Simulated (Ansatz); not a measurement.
Cost and result for the atomization energy of `OB(O)[Te]C(F)(F)F` (10 atoms, 9 bonds).

Cartesian coordinates in Å:
```
O -0.7034 -1.0687 2.2515
B -0.2847 -0.6454 1.0308
O 0.3024 -1.3870 0.0638
Te -0.6299 1.4766 0.6595
C 0.2223 1.4659 -1.3419
F -0.4234 0.6536 -2.1770
F 1.5075 1.1162 -1.3575
F 0.1361 2.7063 -1.8389
H -0.5653 -1.9997 2.4468
H 0.4385 -2.3177 0.2631
```

Total charge 0; spin multiplicity 1. Correlated methods include outer-core shells of Te, which these sets cover unevenly. Te takes the def2 core potential. Geometry: relaxed with PBE0-D4/def2-TZVP. It is one conformer, not always the lowest. Program: Ansatz. All runs use 2 threads of an AMD EPYC 7R13 on a shared host and a share of an NVIDIA H100 80 GB. Times are those of one run each, without the atoms' runs, and a repeat can differ threefold. Electronic energies, without spin–orbit coupling; frozen cores. CCSD(T)/CBS adds CCSD(T) − MP2 in def2-TZVPP to the MP2 limit, and its time is that of the two runs behind it. T1 = 0.013. With those shells the extrapolation isn't a true limit. B3LYP takes the VWN-RPA correlation (the form of Gaussian; ORCA's B3LYP/G).

CCSD(T)/CBS is a level of theory with its own doubt, some kJ/mol a heavy atom from the limit and from the frozen cores, so smaller differences don't rank the functionals.

| level | functions | wall time |
| --- | --- | --- |
| PBE0-D4/def2-TZVPP | 295 | 2 s |
| r2SCAN-D4/def2-TZVPP (with forces) | 295 | 2.3 s |
| B3LYP-D4/def2-TZVPP (with forces) | 295 | 2.4 s |
| PBE-D4/def2-TZVPP (with forces) | 295 | 2.4 s |
| ωB97X-V/def2-TZVPP | 295 | 2.7 s |
| B2PLYP/def2-TZVPP | 295 | 2.7 s |
| ωB97M-V/def2-TZVPP (with forces) | 295 | 3.4 s |
| MP2/def2-QZVPP | 541 | 4 s |
| CCSD(T)/def2-TZVPP | 295 | 7.5 s |
| CCSD(T)/CBS(def2) | – | 12 s |

What atomization energy does each give, and how far from CCSD(T)/CBS? (Best estimate.)

Computed: 
```csv
level,atomization (kcal/mol),difference from CCSD(T)/CBS,per bond
PBE0-D4/def2-TZVPP,955.2,0.7,0.1
r2SCAN-D4/def2-TZVPP (with forces),961.2,6.7,0.7
B3LYP-D4/def2-TZVPP (with forces),946.1,-8.4,-0.9
PBE-D4/def2-TZVPP (with forces),996.9,42.4,4.7
ωB97X-V/def2-TZVPP,954.2,-0.3,0.0
B2PLYP/def2-TZVPP,939.1,-15.4,-1.7
ωB97M-V/def2-TZVPP (with forces),954.7,0.2,0.0
MP2/def2-QZVPP,987.7,33.2,3.7
CCSD(T)/def2-TZVPP,921.2,-33.3,-3.7
CCSD(T)/CBS(def2),954.5,0.0,0.0
```

In def2-TZVPP, CCSD(T) changes the Hartree–Fock value by +289.8 kcal/mol (the triples alone add +23.7 kcal/mol) and MP2 by +336.6 kcal/mol; breaking electron pairs costs correlation energy, which Hartree–Fock lacks. The D4 term adds +10.3 kcal/mol with B3LYP and +5.4 kcal/mol with PBE0; it sums over pairs of atoms, weighted by their polarisabilities, and B3LYP, whose exchange is more repulsive, gets the larger term. From PBE to PBE0 (25 % exact exchange), in def2-TZVPP and without D4, the atomization energy moves by −40.8 kcal/mol: exact exchange takes away binding that semilocal exchange gives to molecules.

Spin–orbit coupling would lower the free Te atoms strongly, and the atomization energy with them, by more than many differences here.
